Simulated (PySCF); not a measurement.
**Working out the ionisation energy of Si⁺**

Si⁺ [Ne] 3s2 3p1 (2P) → Si²⁺ [Ne] 3s2 (1S). Calculation: PySCF 2.14, in aug-cc-pV(T+d)Z with one added diffuse shell each of s, p, d, f type (7s6p5d3f, 71 functions); no relativity, point nucleus. Frozen: [Ne]. Energies in hartree (1 hartree = 27.21139 eV):

```json
{"part": "UHF", "Si⁺ (lower)": "-288.576007", "Si²⁺ (upper)": "-287.994321"}
{"part": "CCSD correlation", "Si⁺ (lower)": "-0.058763", "Si²⁺ (upper)": "-0.044688"}
{"part": "(T)", "Si⁺ (lower)": "-0.001104", "Si²⁺ (upper)": "0.000000"}
```

Task: What does Hartree-Fock give?

Result: (-287.994321) − (-288.576007) = 0.581686 hartree = 15.828 eV.

Task: What do CCSD and CCSD(T) give?

Result: The CCSD correlation energies differ by 0.014075 hartree = 0.383 eV and the triples by 0.001104 hartree = 0.030 eV, so CCSD gives 16.211 eV and CCSD(T) 16.241 eV.

Measured between the centres of the two terms (NIST): 16.322 eV, so CCSD(T) (valence) is off by -0.081 eV.

What remains against the reference includes basis incompleteness, the frozen core and higher excitations.
